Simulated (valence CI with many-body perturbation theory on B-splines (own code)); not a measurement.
## Ce²⁷⁺: electric-dipole lines

Calculated by valence CI with perturbative core correlation (CI+MBPT): three valence electrons over a frozen Dirac-Fock core [Ar] 3d10, radial functions for each j: 11 s, 11 p, 9 d, 7 f, 5 g, 2 h, 1 i, with the one-electron correlation potential Σ1 (screened to all orders), the two-electron term Σ2, the three-electron term Σ3, Breit, model QED; selected single and double excitations, second order for the rest (own B-spline code, finite nucleus).

The last digits are not significant, and no measured levels were compared; by estimate large intervals hold to a few tenths of a per cent, small ones and those within an open d or f shell to about a per cent.

Lines 151 to 200 of 286 in falling wavelength, among levels below 2495100 cm⁻¹, chosen from the strongest by gf and those to the six lowest levels. Wavelengths and rates use the calculated energies. Electric multipoles are in the length gauge, E1 and E2 with the static RPA response of the core. Weak lines are less certain than strong ones. Lines between different terms over intervals too small for the method are left out, as are lines whose strength nearly cancels. Where a level lies close to another of its J and parity, the split of strength between their lines is uncertain. The highest levels of a list are the least certain.

Levels are named by their leading jj configuration (3d3/2^4 stands for four electrons in 3d with j = 3/2), which in mixed levels can hold well under half, so a name can repeat and another be missing. Letters in brackets count levels of one name in rising energy.

```tsv
λ vac (Å)	Upper	Lower	A (s⁻¹)	log gf	Branch %
111.1	(4s 4p1/2 4f7/2) J=7/2 [b]	(4s 4p1/2 4d5/2) J=7/2	2.11e+10	-0.50	9.2
111.1	(4s 4p1/2 4f7/2) J=7/2 [b]	(4s 4p1/2 4d5/2) J=5/2 [a]	8.26e+10	0.09	36.1
111.1	(4s 4p3/2 4d5/2) J=5/2 [b]	(4s 4p3/2^2) J=3/2	3.34e+11	0.57	74.5
110.9	(4s 4p1/2 4d3/2) J=1/2	(4s 4p1/2 4p3/2) J=3/2 [a]	5.77e+09	-1.67	1.6
110.8	(4p1/2 4p3/2 4d5/2) J=5/2 [b]	(4p1/2 4p3/2^2) J=5/2	3.06e+10	-0.47	10.2
110.8	(4p3/2^2 4d3/2) J=3/2 [a]	(4s 4p1/2 4d3/2) J=1/2	3.25e+10	-0.62	10.6
110.6	(4s^2 4f5/2) J=5/2	(4s^2 4d5/2) J=5/2	3.11e+10	-0.47	8.4
110.2	(4p1/2 4p3/2 4d5/2) J=5/2 [b]	(4p1/2 4p3/2^2) J=3/2	1.34e+11	0.17	44.5
110.2	(4s^2 4f7/2) J=7/2	(4s^2 4d5/2) J=5/2	3.12e+11	0.66	98.2
109.5	(4s 4p1/2 4f5/2) J=5/2 [b]	(4s 4p1/2 4d3/2) J=3/2 [b]	6.79e+10	-0.14	22.8
109.2	(4p1/2 4p3/2^2) J=3/2	(4s 4p1/2^2) J=1/2	2.42e+10	-0.76	18.6
108.9	(4s 4p1/2 4f7/2) J=9/2	(4s 4p1/2 4d5/2) J=7/2	1.09e+11	0.29	62.3
108.3	(4s 4p3/2 4d5/2) J=7/2 [a]	(4s 4p3/2^2) J=5/2	7.80e+10	0.04	52.9
108.1	(4s 4p1/2 4d5/2) J=5/2 [b]	(4s 4p1/2 4p3/2) J=5/2	3.55e+07	-3.43	0.0
107.3	(4s 4p1/2 4f7/2) J=7/2 [c]	(4s 4p1/2 4d5/2) J=7/2	1.65e+10	-0.64	5.4
107.3	(4s 4p1/2 4f7/2) J=7/2 [c]	(4s 4p1/2 4d5/2) J=5/2 [a]	6.36e+10	-0.06	20.8
106.5	(4s 4p3/2 4d5/2) J=7/2 [b]	(4s 4p3/2^2) J=5/2	1.87e+11	0.41	72.1
106.5	(4s 4p1/2 4f7/2) J=7/2 [a]	(4s 4p1/2 4d3/2) J=5/2	1.02e+11	0.14	60.9
106.3	(4s^2 4f5/2) J=5/2	(4s^2 4d3/2) J=3/2	3.23e+11	0.52	87.2
105.3	(4s 4p1/2 4d5/2) J=3/2	(4s 4p1/2 4p3/2) J=5/2	1.36e+09	-2.04	0.5
105.0	(4s 4p3/2 4d3/2) J=1/2 [a]	(4s 4p1/2 4p3/2) J=3/2 [b]	3.93e+09	-1.89	1.6
105.0	(4s 4p3/2 4d3/2) J=5/2 [a]	(4s 4p1/2 4p3/2) J=3/2 [b]	9.24e+05	-5.04	0.0
104.8	(4p3/2^2 4d3/2) J=5/2	(4s 4p1/2 4d3/2) J=5/2	2.59e+10	-0.59	9.4
104.6	(4s 4p1/2 4d3/2) J=3/2 [a]	(4s 4p1/2^2) J=1/2	3.87e+08	-2.60	1.4
104.4	(4s 4p3/2 4d3/2) J=3/2 [a]	(4s 4p1/2 4p3/2) J=3/2 [b]	2.40e+08	-2.80	0.1
104.2	(4p3/2^3) J=3/2	(4s 4p1/2 4p3/2) J=5/2	1.06e+08	-3.16	0.1
103.7	(4s 4p1/2 4f5/2) J=5/2 [a]	(4s 4p1/2 4d3/2) J=3/2 [a]	1.76e+11	0.23	84.4
103.4	(4s 4p3/2^2) J=1/2	(4s^2 4p1/2) J=1/2	4.08e+09	-1.88	3.6
103.4	(4s 4p1/2 4d5/2) J=5/2 [b]	(4s 4p1/2 4p3/2) J=3/2 [a]	3.41e+09	-1.48	2.4
103.0	(4s 4p3/2^2) J=3/2	(4s^2 4p1/2) J=1/2	6.46e+10	-0.39	30.1
102.7	(4s 4p1/2 4f5/2) J=5/2 [b]	(4s 4p1/2 4d3/2) J=5/2	4.95e+10	-0.33	16.6
101.4	(4s 4p1/2 4f5/2) J=3/2	(4s 4p1/2 4d3/2) J=3/2 [a]	3.66e+10	-0.65	14.5
101.2	(4s 4p3/2 4d3/2) J=3/2 [b]	(4s 4p1/2 4p3/2) J=1/2	1.77e+11	0.04	54.2
100.9	(4s 4p1/2 4f7/2) J=7/2 [c]	(4s 4p1/2 4d3/2) J=5/2	6.27e+10	-0.12	20.6
100.9	(4s 4p1/2 4d5/2) J=3/2	(4s 4p1/2 4p3/2) J=3/2 [a]	2.05e+10	-0.90	7.0
100.7	(4p1/2 4p3/2^2) J=1/2	(4s 4p1/2^2) J=1/2	3.85e+08	-2.93	0.3
100.1	(4p3/2^2 4d3/2) J=3/2 [a]	(4s 4p1/2 4d3/2) J=3/2 [a]	5.48e+10	-0.48	17.9
99.82	(4p3/2^3) J=3/2	(4s 4p1/2 4p3/2) J=3/2 [a]	1.40e+10	-1.08	10.0
99.74	(4s 4p3/2 4d5/2) J=5/2 [a]	(4s 4p1/2 4p3/2) J=3/2 [b]	2.31e+08	-2.68	0.1
99.25	(4s 4p1/2 4f5/2) J=5/2 [b]	(4s 4p1/2 4d3/2) J=3/2 [a]	2.61e+10	-0.64	8.8
99.18	(4s 4p1/2 4f7/2) J=7/2 [a]	(4p1/2 4p3/2^2) J=5/2	3.55e+10	-0.38	21.1
98.64	(4p3/2^2 4d5/2) J=7/2	(4p1/2 4p3/2^2) J=5/2	1.52e+10	-0.75	15.7
98.45	(4p1/2 4p3/2 4d5/2) J=3/2 [a]	(4p1/2^2 4p3/2) J=3/2	7.93e+10	-0.34	38.7
98.38	(4s 4p3/2 4d3/2) J=3/2 [b]	(4s 4p1/2 4p3/2) J=3/2 [b]	6.49e+10	-0.42	19.8
98.31	(4s 4p1/2 4f5/2) J=7/2	(4s 4p1/2 4d3/2) J=5/2	6.70e+10	-0.11	29.4
98.23	(4p1/2 4p3/2 4d5/2) J=5/2 [a]	(4p1/2^2 4p3/2) J=3/2	8.67e+10	-0.12	40.6
98.23	(4s 4p3/2 4d3/2) J=5/2 [a]	(4s 4p1/2 4p3/2) J=5/2	1.80e+11	0.19	58.2
97.75	(4s 4p3/2 4d3/2) J=3/2 [a]	(4s 4p1/2 4p3/2) J=5/2	5.97e+10	-0.47	21.6
97.75	(4p3/2^2 4d3/2) J=5/2	(4p1/2 4p3/2^2) J=5/2	1.13e+11	-0.01	40.9
97.64	(4s 4p3/2 4d3/2) J=7/2	(4s 4p1/2 4p3/2) J=5/2	2.52e+11	0.46	92.5
```
